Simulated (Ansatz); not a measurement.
Correlation energies of H5OSbSeSi (`[OH][SbH][SiH2][SeH]`) by basis set

Cartesian coordinates in Å:
```
O 1.899 -0.068 0.426
Sb 0.416 0.770 1.457
Si -1.386 -0.231 -0.117
Se -0.345 -0.718 -2.076
H 2.485 -0.548 1.017
H 0.442 2.197 0.513
H -2.476 0.755 -0.350
H -1.997 -1.434 0.512
H 0.961 -0.723 -1.383
```

Charge 0, multiplicity 1. Correlated methods include outer-core shells of Sb, Se, which these sets cover unevenly. Scalar relativity is left out up to krypton. Sb: def2 effective core potential. The structure was optimised at the PBE0-D4/def2-TZVP level. It is one conformer, not always the lowest. Frozen core, restricted reference, Ansatz 0.2.0.

```tsv
basis	HF (Eh)	MP2 corr.	CCSD corr.	(T)	CCSD(T) total
def2-SVP	-3005.37276	-0.64856	-0.68889	-0.01942	-3006.08107
def2-TZVPP	-3005.88733	-0.99948	-1.01976	-0.03719	-3006.94428
def2-QZVPP	-3005.94987	-1.57359	–	–	–
```
